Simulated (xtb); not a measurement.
C4H6, charge +1, doublet, at a GFN2-xTB geometry (a state made from the parent by changing its charge; the spin is typed, not shown lowest); GFN1-xTB with GBSA(toluene) (xtb 6.7.1).

The xtb input:
```
$ xtb mol.xyz --gfn 1 --chrg 1 --uhf 1 --gbsa toluene --json

# file mol.xyz
10

C      1.71665213     0.23385619    -0.65421520
C      0.68274168    -0.14002771     0.14349386
C     -0.68274168     0.14002771    -0.14349386
C     -1.71665213    -0.23385619     0.65421520
H      1.60973557     0.96661348    -1.44374069
H      2.70290166    -0.19391727    -0.52929052
H      0.88858126    -0.68913391     1.05875241
H     -0.88858126     0.68913391    -1.05875241
H     -2.70290166     0.19391727     0.52929052
H     -1.60973557    -0.96661348     1.44374069
```

What the program printed (banner, timings and long lists left out):

```
   ID    Z sym.   atoms
    1    6 C      1-4
    2    1 H      5-10

           -------------------------------------------------
          |                Calculation Setup                |
           -------------------------------------------------

           -------------------------------------------------
          |                 G F N 1 - x T B                 |
           -------------------------------------------------

      * Solvation model:               GBSA
        Solvent                        toluene
        Parameter file                 internal GFN1-xTB/GBSA
        Dielectric constant                7.0000E+00
        Reference state                gsolv [1 M gas/solution]
        Free energy shift                  4.2288E-03 Eh       2.6536E+00 kcal/mol
        Temperature                        2.9815E+02 K
        Density                            8.6700E-01 kg/L
        Solvent mass                       9.2140E+01 g/mol
        Interaction kernel             Still
        Born radius scaling (c1)           1.5977E+00
        Born radii integrator          GBOBC
        Born offset                        5.3290E-02 a0       1.0070E-01 AA
        H-bond correction              false
        Ion screening                  false
        Surface tension                    1.0000E-05 Eh       1.5569E+01 dyn/cm
        Grid points                               230 per atom

          ...................................................
          :                      SETUP                      :
          :.................................................:
          :  # basis functions                  28          :
          :  # atomic orbitals                  28          :
          :  # shells                           20          :
          :  # electrons                        21          :
          :  # halogen bonds                     0          :
          :  max. iterations                   250          :
          :  Hamiltonian                  GFN1-xTB          :
          :  restarted?                      false          :
          :  GBSA solvation                   true          :
          :  PC potential                    false          :
          :  electronic temp.          300.0000000     K    :
          :  accuracy                    1.0000000          :
          :  -> integral cutoff          0.2500000E+02      :
          :  -> integral neglect         0.1000000E-07      :
[...]
         :: total energy             -11.157677973160 Eh    ::
[...]
      -------------------------------------------------------------
                  HL-Gap            0.1153492 Eh            3.1388 eV
             Fermi-level           -0.5042391 Eh          -13.7210 eV

  Mulliken/CM5 charges         n(s)   n(p)   n(d)
     1C     0.10255  0.00041   1.117  2.780  0.000
     2C     0.06330  0.00359   1.090  2.847  0.000
     3C     0.06330  0.00359   1.090  2.847  0.000
     4C     0.10255  0.00041   1.117  2.780  0.000
     5H     0.11105  0.16403   0.889  0.000  0.000
     6H     0.11873  0.17123   0.881  0.000  0.000
     7H     0.10436  0.16074   0.896  0.000  0.000
     8H     0.10436  0.16074   0.896  0.000  0.000
     9H     0.11873  0.17123   0.881  0.000  0.000
    10H     0.11105  0.16403   0.889  0.000  0.000

Wiberg/Mayer (AO) data.
largest (>0.10) Wiberg bond orders for each atom

 ---------------------------------------------------------------------------
     #   Z sym  total        # sym  WBO       # sym  WBO       # sym  WBO
 ---------------------------------------------------------------------------
     1   6 C    3.765 --     2 C    1.583     5 H    0.965     6 H    0.962
                             4 C    0.132     3 C    0.102
     2   6 C    3.942 --     1 C    1.583     3 C    1.287     7 H    0.949
                             4 C    0.102
     3   6 C    3.942 --     4 C    1.583     2 C    1.287     8 H    0.949
                             1 C    0.102
     4   6 C    3.765 --     3 C    1.583    10 H    0.965     9 H    0.962
                             1 C    0.132     2 C    0.102
     5   1 H    0.988 --     1 C    0.965
     6   1 H    0.989 --     1 C    0.962
     7   1 H    0.988 --     2 C    0.949
     8   1 H    0.988 --     3 C    0.949
     9   1 H    0.989 --     4 C    0.962
    10   1 H    0.988 --     4 C    0.965
 ---------------------------------------------------------------------------

Topologies differ in total number of bonds
Writing topology from bond orders to xtbtopo.mol

 dipole moment from electron density (au)
     X       Y       Z
   0.0000   0.0000  -0.0000  total (Debye):    0.000

           -------------------------------------------------
          | TOTAL ENERGY              -11.157677973160 Eh   |
          | GRADIENT NORM               0.021163056049 Eh/α |
          | HOMO-LUMO GAP               3.138810550761 eV   |
           -------------------------------------------------

normal termination of xtb
```
